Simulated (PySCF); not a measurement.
**How methods differ on the ionisation energy of Pt(73+)**

Pt(73+) [He] 2s2 2p1 (2P) → Pt(74+) [He] 2s2 (1S), as a difference of total energies. All numbers are calculated (PySCF 2.14, the non-relativistic Hamiltonian (point nucleus), in an even-tempered Gaussian basis (17 s from 53 bohr⁻², ratio 2.2; 10 p from 68 bohr⁻², ratio 2.2; 5 d from 250 bohr⁻², ratio 2.4; 5 f from 380 bohr⁻², ratio 2.4; 4 g from 570 bohr⁻², ratio 2.4)). Correlated levels: nothing frozen; virtual orbitals above 40 to 60 times the deepest correlated orbital energy dropped. The calculations carry no spin-orbit coupling.

```csv
method,ionisation energy (eV)
UHF,19098.6
LDA,19087.6
PBE,19099.9
PBE0,19099.8
r2SCAN,19102.9
BLYP,19102.3
M06-2X,19097.3
MP2 (all electrons),19094.7
SCS-MP2 (all electrons),19093.8
```

Task: How much does correlation contribute at MP2 (all electrons)?

Result: 19094.7 − (19098.6) = -3.9 eV, measured against UHF.

A first-order spin-orbit estimate (lowest level to lowest level, LS coupling) adds 806.1 eV.

The gap to the reference is mostly relativistic.

First order in ζ underestimates the shift of j = l − 1/2 levels at high Z.

For comparison: 21280 ± 90 eV (theoretical estimate listed by NIST; NIST Atomic Spectra Database, ionization energies).
